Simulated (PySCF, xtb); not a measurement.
C₃H₆O, SMILES CC(=C)O. One conformer was computed; it need not be the lowest.

Harmonic wavenumbers (cm⁻¹) from GFN2-xTB in xtb at its own minimum, in rising order: 94, 385, 449, 456, 511, 711, 827, 892, 967, 1011, 1042, 1171, 1298, 1391, 1421, 1458, 1474, 1737, 3018, 3031, 3069, 3102, 3165, 3527.

Q: What does PySCF with PBE0-D3(BJ)/def2-SVP give at its own minimum? (The exact figures need the calculation; the answer reports its results.)

A: 183, 412, 464, 484, 516, 730, 804, 888, 977, 1018, 1058, 1214, 1361, 1408, 1440, 1448, 1458, 1758, 3062, 3143, 3173, 3195, 3287, 3869. Paired by order, the mean absolute difference is 52 cm⁻¹ and the zero-point energies are 51.8 and 53.4 kcal/mol.
